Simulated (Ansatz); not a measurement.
Born–Oppenheimer molecular dynamics of C3H2BS (7 atoms, charge 1, multiplicity 1). It starts from a relaxed structure.

These are results of RKS PBE-D4/STO-3G in Ansatz 0.2.0, not measurements.

- ensemble: NVT, Langevin thermostat
- time step: 1 fs
- steps asked: 250
- set temperature: 200 K
- friction: 0.01 /fs
- temperature schedule: 62 steps to 200 K, then 188 steps to 600 K
- seed: 761839

Frames 1 fs apart, positions in Å, forces in eV/Å.

Velocities at 160.0 fs (Å/ps):

```
C 8.44 6.24 7.04
B 0.71 4.93 -0.27
C -7.51 -6.43 -2.00
C 5.48 -5.95 1.89
S -0.93 0.09 1.44
H 1.16 23.52 5.71
H 3.69 -0.95 -22.65
```

```xyz
7
Properties=species:S:1:pos:R:3:forces:R:3 time_fs=160.0 energy_less_start_eV=0.158 T=312
C 1.047 -0.741 1.467 -1.60 -1.16 -0.27
B 0.211 0.131 0.602 0.16 -0.02 -0.24
C -0.576 0.850 -0.310 0.31 -0.78 0.43
C -1.444 1.381 -1.166 0.06 0.49 0.43
S -2.507 2.195 -2.009 0.29 -0.37 0.05
H 0.695 -1.812 1.745 0.16 1.24 -0.47
H 2.026 -0.556 1.937 0.62 0.61 0.07
7
Properties=species:S:1:pos:R:3:forces:R:3 time_fs=161.0 energy_less_start_eV=0.158 T=289
C 1.055 -0.735 1.474 -2.11 -0.63 -0.86
B 0.212 0.136 0.601 0.33 -0.19 -0.03
C -0.583 0.843 -0.312 0.66 -0.94 0.74
C -1.439 1.375 -1.164 -0.51 0.85 -0.07
S -2.507 2.195 -2.007 0.48 -0.51 0.19
H 0.699 -1.787 1.748 0.01 0.72 -0.29
H 2.033 -0.556 1.916 1.13 0.71 0.31
7
Properties=species:S:1:pos:R:3:forces:R:3 time_fs=162.0 energy_less_start_eV=0.155 T=306
C 1.061 -0.730 1.480 -1.87 0.23 -1.18
B 0.214 0.141 0.601 0.47 -0.35 0.17
C -0.591 0.835 -0.311 0.94 -1.05 0.95
C -1.434 1.371 -1.161 -0.97 1.12 -0.46
S -2.507 2.195 -2.005 0.63 -0.62 0.30
H 0.706 -1.758 1.750 -0.22 -0.01 -0.05
H 2.051 -0.550 1.901 1.02 0.67 0.27
7
Properties=species:S:1:pos:R:3:forces:R:3 time_fs=163.0 energy_less_start_eV=0.158 T=287
C 1.066 -0.726 1.486 -1.08 1.17 -1.29
B 0.216 0.144 0.601 0.55 -0.45 0.30
C -0.598 0.826 -0.310 1.16 -1.12 1.12
C -1.430 1.368 -1.159 -1.34 1.33 -0.76
S -2.506 2.195 -2.002 0.75 -0.69 0.37
H 0.709 -1.732 1.749 -0.41 -0.74 0.21
H 2.080 -0.538 1.889 0.38 0.50 0.04
7
Properties=species:S:1:pos:R:3:forces:R:3 time_fs=164.0 energy_less_start_eV=0.171 T=287
C 1.071 -0.720 1.490 -0.23 1.70 -1.22
B 0.218 0.147 0.601 0.57 -0.49 0.37
C -0.605 0.816 -0.309 1.33 -1.16 1.24
C -1.426 1.365 -1.158 -1.59 1.47 -0.97
S -2.505 2.196 -1.999 0.82 -0.73 0.42
H 0.707 -1.717 1.747 -0.46 -1.06 0.37
H 2.114 -0.526 1.877 -0.43 0.28 -0.21
7
Properties=species:S:1:pos:R:3:forces:R:3 time_fs=165.0 energy_less_start_eV=0.174 T=266
C 1.075 -0.713 1.492 0.25 1.62 -1.06
B 0.222 0.150 0.603 0.50 -0.45 0.34
C -0.612 0.805 -0.307 1.39 -1.13 1.27
C -1.424 1.365 -1.157 -1.66 1.47 -1.00
S -2.503 2.196 -1.996 0.83 -0.72 0.41
H 0.696 -1.710 1.747 -0.31 -0.87 0.39
H 2.142 -0.513 1.862 -1.01 0.09 -0.35
7
Properties=species:S:1:pos:R:3:forces:R:3 time_fs=166.0 energy_less_start_eV=0.156 T=311
C 1.079 -0.704 1.492 0.20 1.16 -0.94
B 0.226 0.153 0.606 0.40 -0.37 0.24
C -0.617 0.794 -0.305 1.30 -1.00 1.16
C -1.423 1.366 -1.156 -1.49 1.29 -0.84
S -2.502 2.195 -1.993 0.76 -0.65 0.35
H 0.681 -1.708 1.747 -0.04 -0.42 0.34
H 2.156 -0.500 1.842 -1.13 -0.02 -0.31
7
Properties=species:S:1:pos:R:3:forces:R:3 time_fs=167.0 energy_less_start_eV=0.129 T=348
C 1.083 -0.694 1.490 -0.19 0.62 -0.91
B 0.229 0.156 0.609 0.32 -0.32 0.18
C -0.623 0.781 -0.302 1.04 -0.71 0.86
C -1.425 1.369 -1.155 -1.14 0.97 -0.49
S -2.500 2.194 -1.990 0.63 -0.52 0.25
H 0.667 -1.706 1.746 0.23 0.03 0.27
H 2.157 -0.485 1.819 -0.88 -0.07 -0.16
7
Properties=species:S:1:pos:R:3:forces:R:3 time_fs=168.0 energy_less_start_eV=0.109 T=403
C 1.087 -0.684 1.488 -0.81 0.10 -0.96
B 0.233 0.159 0.612 0.21 -0.26 0.10
C -0.627 0.766 -0.298 0.64 -0.32 0.42
C -1.426 1.374 -1.155 -0.63 0.50 0.02
S -2.498 2.193 -1.987 0.46 -0.36 0.10
H 0.657 -1.702 1.742 0.45 0.38 0.23
H 2.148 -0.469 1.793 -0.31 -0.04 0.09
7
Properties=species:S:1:pos:R:3:forces:R:3 time_fs=169.0 energy_less_start_eV=0.113 T=383
C 1.090 -0.674 1.486 -1.43 -0.33 -1.01
B 0.238 0.161 0.615 0.04 -0.14 -0.04
C -0.630 0.752 -0.294 0.19 0.12 -0.07
C -1.428 1.380 -1.155 -0.03 -0.05 0.61
S -2.497 2.192 -1.984 0.24 -0.16 -0.07
H 0.652 -1.695 1.739 0.58 0.53 0.23
H 2.135 -0.455 1.766 0.42 0.03 0.35
7
Properties=species:S:1:pos:R:3:forces:R:3 time_fs=170.0 energy_less_start_eV=0.130 T=330
C 1.091 -0.664 1.482 -1.63 -0.45 -1.00
B 0.243 0.163 0.618 -0.20 0.02 -0.23
C -0.632 0.738 -0.289 -0.20 0.53 -0.50
C -1.430 1.387 -1.155 0.53 -0.59 1.16
S -2.497 2.190 -1.980 0.02 0.03 -0.24
H 0.655 -1.679 1.738 0.54 0.37 0.29
H 2.126 -0.440 1.744 0.93 0.09 0.52
7
Properties=species:S:1:pos:R:3:forces:R:3 time_fs=171.0 energy_less_start_eV=0.147 T=296
C 1.090 -0.655 1.477 -1.26 -0.33 -0.84
B 0.247 0.165 0.622 -0.51 0.23 -0.53
C -0.635 0.726 -0.287 -0.44 0.84 -0.75
C -1.432 1.394 -1.154 0.99 -1.03 1.58
S -2.497 2.189 -1.978 -0.18 0.21 -0.40
H 0.666 -1.661 1.738 0.37 -0.01 0.39
H 2.124 -0.425 1.728 1.04 0.10 0.56
```

Of the whole run (250 fs, mean temperature of the second half 313 K): The schedule's set-point averaged 467 K over the second half and the system 313 K, so it lags behind the ramp. A run of 0.25 ps of so small a system gives no equilibrium averages. Limits of this set-up: minimal basis, the dipole of an ion depends on the origin.

The run took 11 min on 1 CPU thread of a shared host.
